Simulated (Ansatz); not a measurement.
Nudged elastic band run: F₆H₃PW

Input file:

```yaml
crystal:
  periodic: [false, false, false]
  atoms:
    - { symbol: W, position_ang: [-0.632034, -0.256703, -0.324004] }
    - { symbol: F, position_ang: [-0.410268, -0.169803, 1.523771] }
    - { symbol: F, position_ang: [1.205401, -0.051534, -0.547554] }
    - { symbol: F, position_ang: [-0.868831, 1.586515, -0.387673] }
    - { symbol: F, position_ang: [-2.46646, -0.482548, -0.096342] }
    - { symbol: F, position_ang: [-0.409813, -2.105287, -0.258821] }
    - { symbol: F, position_ang: [-0.843775, -0.347276, -2.17105] }
    - { symbol: P, position_ang: [2.730807, 2.33527, 1.296318] }
    - { symbol: H, position_ang: [3.326257, 3.104129, 2.360459] }
    - { symbol: H, position_ang: [3.960078, 1.633872, 1.025681] }
    - { symbol: H, position_ang: [2.277738, 1.311965, 2.205418] }
basis:
  gaussian: { orbitals: def2-SVP }
hamiltonian:
  xc: pbe
neb:
  order_check: false
  images: 7
  f_tol: 0.05
  max_iterations: 60
  spring: 50.0
  final_atoms:
    - { symbol: W, position_ang: [0.15978575, 0.26755361, -0.19059416] }
    - { symbol: F, position_ang: [0.71837594, -0.83159306, 1.91831545] }
    - { symbol: F, position_ang: [1.80784575, -0.59871742, -0.4179843] }
    - { symbol: F, position_ang: [-0.16198828, 2.00430378, -0.83371386] }
    - { symbol: F, position_ang: [-1.11531423, 0.82110864, 1.06378819] }
    - { symbol: F, position_ang: [-0.7237762, -1.37736462, -0.02645569] }
    - { symbol: F, position_ang: [0.03219507, -0.01081347, -2.04010257] }
    - { symbol: P, position_ang: [1.81602597, 1.62821844, 1.30352563] }
    - { symbol: H, position_ang: [2.80727243, 1.88445233, 0.30173482] }
    - { symbol: H, position_ang: [1.19754975, 2.91926359, 1.29511725] }
    - { symbol: H, position_ang: [1.33112806, -0.14781184, 2.25257224] }
  initial_path:
    images:
      - { positions_ang: [[-0.632034, -0.256703, -0.324004], [-0.410268, -0.169803, 1.523771], [1.205401, -0.051534, -0.547554], [-0.868831, 1.586515, -0.387673], [-2.46646, -0.482548, -0.096342], [-0.409813, -2.105287, -0.258821], [-0.843775, -0.347276, -2.17105], [2.730807, 2.33527, 1.296318], [3.326257, 3.104129, 2.360459], [3.960078, 1.633872, 1.025681], [2.277738, 1.311965, 2.205418]] }
      - { positions_ang: [[-0.47817091, -0.18611877, -0.24474554], [-0.3267172, -0.10832751, 1.69073987], [1.3616862, -0.05450348, -0.39940368], [-0.6332229, 1.65813683, -0.30248802], [-2.31577127, -0.33324106, -0.0870034], [-0.33405093, -2.03439886, -0.18586756], [-0.62447168, -0.26465764, -2.09223921], [2.51045489, 2.20943043, 1.18888789], [3.2006178, 2.61899147, 2.18388586], [3.59021894, 1.83524474, 0.70651779], [1.91852707, 1.21804384, 2.16791899]] }
      - { positions_ang: [[-0.32430782, -0.11553453, -0.16548707], [-0.2431664, -0.04685202, 1.85770874], [1.5179714, -0.05747296, -0.25125335], [-0.39761479, 1.72975866, -0.21730303], [-2.16508255, -0.18393411, -0.0776648], [-0.25828886, -1.96351073, -0.11291411], [-0.40516837, -0.18203929, -2.01342842], [2.29010277, 2.08359086, 1.08145779], [3.0749786, 2.13385395, 2.00731271], [3.22035987, 2.03661748, 0.38735457], [1.55931614, 1.12412267, 2.13041998]] }
      - { positions_ang: [[-0.17044474, -0.0449503, -0.08622861], [-0.1596156, 0.01462347, 2.0246776], [1.6742566, -0.06044243, -0.10310303], [-0.16200669, 1.8013805, -0.13211805], [-2.01439382, -0.03462717, -0.06832619], [-0.18252678, -1.89262259, -0.03996067], [-0.18586505, -0.09942093, -1.93461764], [2.06975066, 1.9577513, 0.97402768], [2.9493394, 1.64871642, 1.83073957], [2.85050081, 2.23799023, 0.06819136], [1.20010522, 1.03020151, 2.09292097]] }
      - { positions_ang: [[-0.01658165, 0.02563393, -0.00697015], [-0.0760648, 0.07609897, 2.19164647], [1.8305418, -0.06341191, 0.0450473], [0.07360141, 1.87300233, -0.04693306], [-1.8637051, 0.11467978, -0.05898759], [-0.10676471, -1.82173446, 0.03299277], [0.03343827, -0.01680257, -1.85580685], [1.84939855, 1.83191173, 0.86659757], [2.8237002, 1.16357889, 1.65416643], [2.48064175, 2.43936297, -0.25097185], [0.84089429, 0.93628035, 2.05542196]] }
      - { positions_ang: [[0.0275102, 0.08611385, -0.05287615], [0.12254539, -0.15082404, 2.12331372], [1.82486778, -0.19723829, -0.0707106], [0.01470399, 1.90582769, -0.24362826], [-1.67660738, 0.29128699, 0.22170635], [-0.26101758, -1.710642, 0.01813066], [0.03312747, -0.0153053, -1.90188078], [1.8410554, 1.78098841, 0.97582959], [2.81959325, 1.34379725, 1.31605852], [2.15986875, 2.55933813, 0.13555042], [0.96345273, 0.6652573, 2.10470953]] }
      - { positions_ang: [[0.07160205, 0.14659377, -0.09878215], [0.32115557, -0.37774705, 2.05498096], [1.81919377, -0.33106466, -0.1864685], [-0.04419343, 1.93865305, -0.44032346], [-1.48950966, 0.46789421, 0.5024003], [-0.41527046, -1.59954954, 0.00326854], [0.03281667, -0.01380802, -1.94795471], [1.83271226, 1.73006509, 1.0850616], [2.81548631, 1.52401561, 0.97795062], [1.83909575, 2.67931328, 0.5220727], [1.08601117, 0.39423425, 2.1539971]] }
      - { positions_ang: [[0.1156939, 0.20707369, -0.14468816], [0.51976576, -0.60467005, 1.9866482], [1.81351976, -0.46489104, -0.3022264], [-0.10309086, 1.97147842, -0.63701866], [-1.30241194, 0.64450142, 0.78309424], [-0.56952333, -1.48845708, -0.01159357], [0.03250587, -0.01231075, -1.99402864], [1.82436911, 1.67914177, 1.19429362], [2.81137937, 1.70423397, 0.63984272], [1.51832275, 2.79928844, 0.90859498], [1.20856962, 0.12321121, 2.20328467]] }
      - { positions_ang: [[0.15978575, 0.26755361, -0.19059416], [0.71837594, -0.83159306, 1.91831545], [1.80784575, -0.59871742, -0.4179843], [-0.16198828, 2.00430378, -0.83371386], [-1.11531423, 0.82110864, 1.06378819], [-0.7237762, -1.37736462, -0.02645569], [0.03219507, -0.01081347, -2.04010257], [1.81602597, 1.62821844, 1.30352563], [2.80727243, 1.88445233, 0.30173482], [1.19754975, 2.91926359, 1.29511725], [1.33112806, -0.14781184, 2.25257224]] }
```

Command:

```bash
$ ansatz run input.yaml --threads 4 --pin off --max-ram 5120MiB --backend cpu --events-out ev --progress --plain --runs-dir out
```

Output, in part (warnings, iteration lines, the closing report on the highest movable image, with atoms numbered from 0):

```
NEB end point (image 0): max|allowed force component| = 1.685e-2 eV/Å (the criterion of neb.relax_end_points is 1.000e-2)
NEB end point (image 8): max|allowed force component| = 8.354e-3 eV/Å (the criterion of neb.relax_end_points is 1.000e-2)
NEB iter   1: max|band force component| = 2.506e1 eV/Å  barrier→ = 9.4281 eV  barrier← = 8.0581 eV  Δτ_max = 0.2000 Å  (817 SCF iters)
NEB iter   2: max|band force component| = 7.528e0 eV/Å  barrier→ = 4.5896 eV  barrier← = 3.2196 eV  Δτ_max = 0.1986 Å  (328 SCF iters)
NEB iter   3: max|band force component| = 3.368e0 eV/Å  barrier→ = 3.4123 eV  barrier← = 2.0423 eV  Δτ_max = 0.2000 Å  (294 SCF iters)
NEB iter   4: max|band force component| = 1.701e0 eV/Å  barrier→ = 2.2207 eV  barrier← = 0.8507 eV  Δτ_max = 0.2000 Å  (276 SCF iters)
NEB iter   5: max|band force component| = 1.315e0 eV/Å  barrier→ = 1.9112 eV  barrier← = 0.5412 eV  Δτ_max = 0.2000 Å  (267 SCF iters)
NEB iter   6: max|band force component| = 1.426e0 eV/Å  barrier→ = 2.0551 eV  barrier← = 0.6851 eV  Δτ_max = 0.1008 Å  (251 SCF iters)
NEB iter   7: max|band force component| = 1.019e0 eV/Å  barrier→ = 1.8435 eV  barrier← = 0.4736 eV  Δτ_max = 0.1013 Å  (236 SCF iters)
NEB iter   8: max|band force component| = 1.051e0 eV/Å  barrier→ = 1.7813 eV  barrier← = 0.4113 eV  Δτ_max = 0.0502 Å  (239 SCF iters)
NEB iter   9: max|band force component| = 7.759e-1 eV/Å  barrier→ = 1.7802 eV  barrier← = 0.4102 eV  Δτ_max = 0.1007 Å  (224 SCF iters)
NEB iter  10: max|band force component| = 3.860e-1 eV/Å  barrier→ = 1.7837 eV  barrier← = 0.4137 eV  CI = image 6  Δτ_max = 0.1989 Å  (231 SCF iters)
NEB iter  11: max|band force component| = 5.114e-1 eV/Å  barrier→ = 1.7861 eV  barrier← = 0.4161 eV  CI = image 6  Δτ_max = 0.0992 Å  (245 SCF iters)
NEB iter  12: max|band force component| = 3.342e-1 eV/Å  barrier→ = 1.7821 eV  barrier← = 0.4121 eV  CI = image 6  Δτ_max = 0.1035 Å  (230 SCF iters)
NEB iter  13: max|band force component| = 2.237e-1 eV/Å  barrier→ = 1.7810 eV  barrier← = 0.4110 eV  CI = image 6  Δτ_max = 0.1029 Å  (230 SCF iters)
NEB iter  14: max|band force component| = 2.143e-1 eV/Å  barrier→ = 1.7770 eV  barrier← = 0.4070 eV  CI = image 6  Δτ_max = 0.1029 Å  (230 SCF iters)
NEB iter  15: max|band force component| = 1.326e-1 eV/Å  barrier→ = 1.7699 eV  barrier← = 0.3999 eV  CI = image 6  Δτ_max = 0.1012 Å  (235 SCF iters)
NEB iter  16: max|band force component| = 1.424e-1 eV/Å  barrier→ = 1.7543 eV  barrier← = 0.3843 eV  CI = image 6  Δτ_max = 0.0995 Å  (227 SCF iters)
NEB iter  17: max|band force component| = 1.983e-1 eV/Å  barrier→ = 1.7209 eV  barrier← = 0.3509 eV  CI = image 6  Δτ_max = 0.0499 Å  (231 SCF iters)
NEB iter  18: max|band force component| = 2.006e-1 eV/Å  barrier→ = 1.7045 eV  barrier← = 0.3345 eV  CI = image 6  Δτ_max = 0.0996 Å  (225 SCF iters)
NEB iter  19: max|band force component| = 1.929e-1 eV/Å  barrier→ = 1.6725 eV  barrier← = 0.3025 eV  CI = image 6  Δτ_max = 0.1030 Å  (228 SCF iters)
NEB iter  20: max|band force component| = 3.585e0 eV/Å  barrier→ = 1.7731 eV  barrier← = 0.4031 eV  CI = image 5  Δτ_max = 0.0504 Å  (230 SCF iters)
NEB iter  21: max|band force component| = 2.969e0 eV/Å  barrier→ = 1.6308 eV  barrier← = 0.2608 eV  CI = image 6  Δτ_max = 0.1012 Å  (229 SCF iters)
NEB iter  22: max|band force component| = 3.878e-1 eV/Å  barrier→ = 1.6159 eV  barrier← = 0.2459 eV  CI = image 6  Δτ_max = 0.1961 Å  (233 SCF iters)
NEB iter  23: max|band force component| = 6.519e-1 eV/Å  barrier→ = 1.6383 eV  barrier← = 0.2683 eV  CI = image 6  Δτ_max = 0.1011 Å  (242 SCF iters)
NEB iter  24: max|band force component| = 2.919e-1 eV/Å  barrier→ = 1.6332 eV  barrier← = 0.2632 eV  CI = image 6  Δτ_max = 0.1983 Å  (229 SCF iters)
NEB iter  25: max|band force component| = 2.871e-1 eV/Å  barrier→ = 1.6412 eV  barrier← = 0.2712 eV  CI = image 6  Δτ_max = 0.2000 Å  (248 SCF iters)
NEB iter  26: max|band force component| = 1.048e0 eV/Å  barrier→ = 1.6363 eV  barrier← = 0.2663 eV  CI = image 6  Δτ_max = 0.1012 Å  (242 SCF iters)
NEB iter  27: max|band force component| = 3.659e-1 eV/Å  barrier→ = 1.6338 eV  barrier← = 0.2638 eV  CI = image 6  Δτ_max = 0.1961 Å  (244 SCF iters)
NEB iter  28: max|band force component| = 4.019e-1 eV/Å  barrier→ = 1.6330 eV  barrier← = 0.2630 eV  CI = image 6  Δτ_max = 0.1005 Å  (243 SCF iters)
NEB iter  29: max|band force component| = 1.522e-1 eV/Å  barrier→ = 1.6310 eV  barrier← = 0.2610 eV  CI = image 6  Δτ_max = 0.1588 Å  (241 SCF iters)
NEB iter  30: max|band force component| = 2.028e-1 eV/Å  barrier→ = 1.6266 eV  barrier← = 0.2567 eV  CI = image 6  Δτ_max = 0.0806 Å  (231 SCF iters)
NEB iter  31: max|band force component| = 7.658e-2 eV/Å  barrier→ = 1.6206 eV  barrier← = 0.2506 eV  CI = image 6  Δτ_max = 0.1624 Å  (227 SCF iters)
NEB iter  32: max|band force component| = 3.089e-1 eV/Å  barrier→ = 1.6096 eV  barrier← = 0.2396 eV  CI = image 6  Δτ_max = 0.0806 Å  (237 SCF iters)
NEB iter  33: max|band force component| = 1.209e-1 eV/Å  barrier→ = 1.6030 eV  barrier← = 0.2330 eV  CI = image 6  Δτ_max = 0.1632 Å  (226 SCF iters)
NEB iter  34: max|band force component| = 1.996e-1 eV/Å  barrier→ = 1.5993 eV  barrier← = 0.2293 eV  CI = image 6  Δτ_max = 0.0819 Å  (241 SCF iters)
NEB iter  35: max|band force component| = 1.024e-1 eV/Å  barrier→ = 1.5977 eV  barrier← = 0.2277 eV  CI = image 6  Δτ_max = 0.1619 Å  (226 SCF iters)
NEB iter  36: max|band force component| = 2.772e-1 eV/Å  barrier→ = 1.5972 eV  barrier← = 0.2272 eV  CI = image 6  Δτ_max = 0.0817 Å  (237 SCF iters)
NEB iter  37: max|band force component| = 1.184e-1 eV/Å  barrier→ = 1.5990 eV  barrier← = 0.2290 eV  CI = image 6  Δτ_max = 0.1637 Å  (232 SCF iters)
NEB iter  38: max|band force component| = 2.822e-1 eV/Å  barrier→ = 1.5970 eV  barrier← = 0.2270 eV  CI = image 6  Δτ_max = 0.0809 Å  (236 SCF iters)
NEB iter  39: max|band force component| = 1.739e-1 eV/Å  barrier→ = 1.5970 eV  barrier← = 0.2270 eV  CI = image 6  Δτ_max = 0.0818 Å  (230 SCF iters)
NEB iter  40: max|band force component| = 6.747e-2 eV/Å  barrier→ = 1.5969 eV  barrier← = 0.2269 eV  CI = image 6  Δτ_max = 0.1620 Å  (236 SCF iters)
NEB iter  41: max|band force component| = 1.515e-1 eV/Å  barrier→ = 1.5969 eV  barrier← = 0.2270 eV  CI = image 6  Δτ_max = 0.0803 Å  (239 SCF iters)
NEB iter  42: max|band force component| = 1.668e-1 eV/Å  barrier→ = 1.5969 eV  barrier← = 0.2269 eV  CI = image 6  Δτ_max = 0.0406 Å  (230 SCF iters)
NEB iter  43: max|band force component| = 1.565e-1 eV/Å  barrier→ = 1.5969 eV  barrier← = 0.2269 eV  CI = image 6  Δτ_max = 0.0410 Å  (227 SCF iters)
NEB iter  44: max|band force component| = 3.253e-2 eV/Å  barrier→ = 1.5969 eV  barrier← = 0.2269 eV  CI = image 6  Δτ_max = 0.0000 Å  (557 SCF iters)
Total energy: -27436.70435446 eV, -1008.2802877601 hartree
Atom 0 at     0.263045     0.353795    -0.383472 Å, force     0.001577     0.000223     0.001176 eV/Å
Atom 1 at     0.552268    -0.159271     2.951202 Å, force    -0.000323    -0.000127     0.000384 eV/Å
Atom 2 at     1.907643    -0.110838    -1.165518 Å, force    -0.000067    -0.001136    -0.001024 eV/Å
Atom 3 at    -0.346254     2.086002    -0.789899 Å, force     0.000098    -0.000257     0.000549 eV/Å
Atom 4 at    -1.104737     0.440333     0.933185 Å, force    -0.000716    -0.000438     0.000231 eV/Å
Atom 5 at     0.314775    -1.393736     0.268826 Å, force    -0.000072     0.000467     0.000262 eV/Å
Atom 6 at    -0.352171     0.050075    -2.128352 Å, force     0.000052     0.000246    -0.000682 eV/Å
Atom 7 at     1.747786     1.790077     1.076527 Å, force    -0.000433     0.001325     0.000274 eV/Å
Atom 8 at     2.852115     0.878388     1.206470 Å, force    -0.000314    -0.000558    -0.000621 eV/Å
Atom 9 at     2.341857     2.543601     0.003697 Å, force    -0.000003     0.000176     0.000004 eV/Å
Atom 10 at    -0.307225     0.080174     2.653536 Å, force     0.000201     0.000080    -0.000553 eV/Å
Dipole moment:     0.052281     0.191257     0.036803 e Å
```

It converged. A structure lower than the first end lies on the path between it and the top, so the climb from that side starts below the end, which may itself be a saddle point or a shallow side well. The order of the stationary point at the top wasn't checked. The orbitals stay closed-shell, which can raise the energy where a bond breaks towards radicals; this wasn't checked here.

Final band (atoms are numbered from 1 in the order of the input):

```json
{"image": "0", "path coordinate (Å)": "0.00", "energy (eV)": "0.00", "P8–H11 (Å)": "1.44", "W1–P8 (Å)": "4.54", "F2–H11 (Å)": "3.14"}
{"image": "1", "path coordinate (Å)": "2.09", "energy (eV)": "0.00", "P8–H11 (Å)": "1.44", "W1–P8 (Å)": "4.70", "F2–H11 (Å)": "2.96"}
{"image": "2", "path coordinate (Å)": "4.18", "energy (eV)": "-0.02", "P8–H11 (Å)": "1.44", "W1–P8 (Å)": "4.98", "F2–H11 (Å)": "2.80"}
{"image": "3", "path coordinate (Å)": "6.26", "energy (eV)": "-0.01", "P8–H11 (Å)": "1.44", "W1–P8 (Å)": "4.63", "F2–H11 (Å)": "2.60"}
{"image": "4", "path coordinate (Å)": "8.35", "energy (eV)": "0.95", "P8–H11 (Å)": "1.46", "W1–P8 (Å)": "3.48", "F2–H11 (Å)": "1.91"}
{"image": "5", "path coordinate (Å)": "10.44", "energy (eV)": "1.49", "P8–H11 (Å)": "2.30", "W1–P8 (Å)": "2.54", "F2–H11 (Å)": "0.94"}
{"image": "6", "path coordinate (Å)": "12.53", "energy (eV)": "1.60", "P8–H11 (Å)": "3.10", "W1–P8 (Å)": "2.53", "F2–H11 (Å)": "0.94"}
{"image": "7", "path coordinate (Å)": "14.63", "energy (eV)": "1.48", "P8–H11 (Å)": "3.27", "W1–P8 (Å)": "2.57", "F2–H11 (Å)": "0.95"}
{"image": "8", "path coordinate (Å)": "16.73", "energy (eV)": "1.37", "P8–H11 (Å)": "2.07", "W1–P8 (Å)": "2.61", "F2–H11 (Å)": "0.98"}
```

Time of the run: 10 min on 4 threads of Arm Neoverse V2 (shared host), peak memory 0.24 GiB.
